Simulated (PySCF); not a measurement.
## Calculated data, CH5GeO2

Calculation on a computer-drawn molecule: the log of a Hartree-Fock and frozen-core CCSD(T) single point meant for a local Hartree-Fock minimum, with one planted fault or none, to be diagnosed. Offsets are logged minus clean, where the clean run is the same molecule without the fault. The reference is restricted for singlets and unrestricted otherwise, and also for a bond in bohr or an excited solution. Adding or removing an electron swaps singlet and doublet. The excited solution moves the top pair (singlet) or top alpha electron (doublet) to the lowest empty orbital. Highest occupied and lowest empty are orbital energies over both spins, largest force is the largest gradient component, triples share is (T) over the correlation energy, the T1 limit is 0.02 restricted and 0.045 unrestricted, electrons count all cores, a negative frequency is imaginary (commonest isotopes), and the dipole is about the centre of nuclear charge; on germanium a core potential holds 10 electrons, which the energies leave out, and 3d is frozen in MP2 and coupled-cluster steps. Program: PySCF 2.14.0.

Common to all runs: meant charge 1; meant multiplicity 1; meant basis cc-pVDZ; meant basis and core potential on germanium cc-pVDZ-PP ECP10MDF; logged basis functions 90; logged SCF converged yes; logged CC converged yes; logged SCF stable within its kind yes; possible faults no fault, one electron removed, one electron added, multiplicity raised by two, geometry at a saddle point, SCF held on an excited solution, minimal basis STO-3G, one bond length entered in bohr, all coordinates scaled.

(1) 
```xyz
9
formula=CH5GeO2 logged_electrons=59 logged_spin_squared=0.7747 logged_highest_occupied=-5.0022 logged_lowest_empty=2.7536 logged_largest_force=0.048917 logged_T1_diagnostic=0.014135 logged_D1_diagnostic=0.056848 logged_triples_share=0.023896 logged_dipole_magnitude=2.2048 logged_energy_HF=-483.83508 logged_energy_CCSD(T)=-484.48345 planted_fault=one_electron_added HF_energy_offset_from_clean_run=-99.03 CCSD(T)_energy_offset_from_clean_run=-101.9
C      0.0759     0.4571     0.7056
Ge    -1.7507     1.0068     0.7964
O     -2.9310     0.9868    -0.4287
O     -2.3753     1.6110     2.2506
H      0.1079    -0.5988     0.4346
H      0.5203     0.6222     1.6857
H      0.5801     1.0508    -0.0577
H     -2.7484     0.6764    -1.3103
H     -3.2863     1.8887     2.3082
```

Units: logged_highest_occupied, logged_lowest_empty in eV; logged_largest_force in hartree/bohr; logged_dipole_magnitude in debye; logged_energy_HF, logged_energy_CCSD(T) in hartree; HF_energy_offset_from_clean_run, CCSD(T)_energy_offset_from_clean_run in kcal/mol.

Drawn bonds:
| atom | other atom | order |
| --- | --- | --- |
| 1 | 2 | 1 |
| 2 | 3 | 1 |
| 2 | 4 | 1 |
| 1 | 5 | 1 |
| 1 | 6 | 1 |
| 1 | 7 | 1 |
| 3 | 8 | 1 |
| 4 | 9 | 1 |

(2) 
```xyz
9
formula=CH5GeO2 logged_electrons=58 logged_spin_squared=0.7605 logged_highest_occupied=-17.552 logged_lowest_empty=-4.2736 logged_largest_force=0.035841 logged_T1_diagnostic=0.068515 logged_D1_diagnostic=0.39654 logged_triples_share=0.032764 logged_dipole_magnitude=2.1498 logged_energy_HF=-483.53125 logged_energy_CCSD(T)=-484.1743 planted_fault=one_bond_length_entered_in_bohr,row_7_of_the_drawn_bonds HF_energy_offset_from_clean_run=91.63 CCSD(T)_energy_offset_from_clean_run=92.11
C      0.0759     0.4571     0.7056
Ge    -1.7507     1.0068     0.7964
O     -2.9310     0.9868    -0.4287
O     -2.3753     1.6110     2.2506
H      0.1079    -0.5988     0.4346
H      0.5203     0.6222     1.6857
H      0.5801     1.0508    -0.0577
H     -2.5859     0.4003    -2.0947
H     -3.2863     1.8887     2.3082
```

Units: logged_highest_occupied, logged_lowest_empty in eV; logged_largest_force in hartree/bohr; logged_dipole_magnitude in debye; logged_energy_HF, logged_energy_CCSD(T) in hartree; HF_energy_offset_from_clean_run, CCSD(T)_energy_offset_from_clean_run in kcal/mol.

Drawn bonds:
| atom | other atom | order |
| --- | --- | --- |
| 1 | 2 | 1 |
| 2 | 3 | 1 |
| 2 | 4 | 1 |
| 1 | 5 | 1 |
| 1 | 6 | 1 |
| 1 | 7 | 1 |
| 3 | 8 | 1 |
| 4 | 9 | 1 |

Notes: T1 above single-reference limit.
